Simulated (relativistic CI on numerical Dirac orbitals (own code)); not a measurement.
# One change at a time: Sn4+

Base calculation: Dirac-Coulomb-Breit CI, separate exchange-only KLI orbitals for each configuration, model QED (radiative potential, 1s self-energy scaled to tabulated hydrogen-like ionisation energies), valence Slater integrals scaled by 0.85, P86 correlation energy added to each configuration.

CI space (outside the closed core [Kr]): 4d10, 4d9.5s, 4d9.4f, 4d9.5p, 4d9.5d, 4d9.6s, 4d9.6p, 4d9.6d, 4d9.7s, 4d9.5f, 4d9.7p, 4d9.5g, 4d9.7d, 4d9.6f. Double excitations out of closed p, d and f shells are left out; levels of such configurations are missing from the list, as are those of other unlisted configurations, and high levels can miss mixing partners.

Variants: (1) valence Slater integrals scaled by 0.75; (2) no correlation estimate; (3) configuration mixing switched off; (4) non-relativistic limit. Shifts of the energy above 4d10 1S_0, in cm⁻¹, for the lowest level and the first level of each name with at least 55 % of one term (blank where a level changes its place among those of its configuration and J or its character, or is not in the variant):

```
       Level    Base  Δ(1)   Δ(2)  Δ(3)    Δ(4)  Measured
   4d10 1S_0       0     0      0     0       0         0
 4d9.5s 3D_3  189380  +206  -5862  +110  +25052    182579
 4d9.5s 3D_2  191883    -6  -5863  +125  +22549    185058
 4d9.5s 3D_1  197783  +184  -5863  +110  +16648    191202
 4d9.5s 1D_2  200970  -302  -5863  +140  +18437    193230
4d9.5p 3P°_2  265045  +667  -7180   +32  +17366    259372
4d9.5p 3F°_3  268127  +185  -7180   +63  +18018    262316
4d9.5p 3P°_1  273170  +593  -7180   +27   +9241    267996
4d9.5p 3F°_4  273808  +287  -7179   +36  +12338    268731
4d9.5p 3F°_2  274540  +300  -7180   +58  +11606          
4d9.5p 3P°_0  278496  +699  -7179   +13   +3915          
4d9.5p 1D°_2  278979  -377  -7180   +94  +13878          
4d9.5p 3D°_3  279639  -405  -7180   +70            274377
4d9.5p 1P°_1  282050  -589  -7182  +566            276589
4d9.5p 3D°_1  286234  -407  -7180  +125            281169
4d9.5p 3D°_2  287776  -461  -7180   +81   +5081          
 4d9.5d 3S_1  376018  +709  -8240  +108   +9222          
 4d9.5d 3G_4  380009  +168  -8238   -45  +10503          
 4d9.5d 3G_5  380372  +236  -8238   -42  +10140          
 4d9.5d 3P_2  380577  +125  -8238   -82  +10311          
 4d9.5d 3D_3  382059   -40  -8238  -100                  
 4d9.5d 3F_4  383775  -152  -8239   -23
```

At this charge configurations can still be misplaced by up to about 7 % of their energy. 13 of the 16 excited levels that our extract of the measured tables holds in this range could be paired (the sources list more); they are missed by 8357 cm⁻¹ on average and 21869 at most, and levels without a partner can miss by more.

Measured levels: Moore, Atomic Energy Levels, vol. III, NSRDS-NBS 35 (1971 reprint of NBS Circular 467, 1958).

Ionisation energy from the two ground configurations alone: base 76.57 eV; no correlation estimate 75.08 eV. The NIST ASD value (measured) is 77.03 eV.

LS names give the leading component of a level, which can be under half, so a name can repeat, a term be missing and a line seem to break the LS rules.
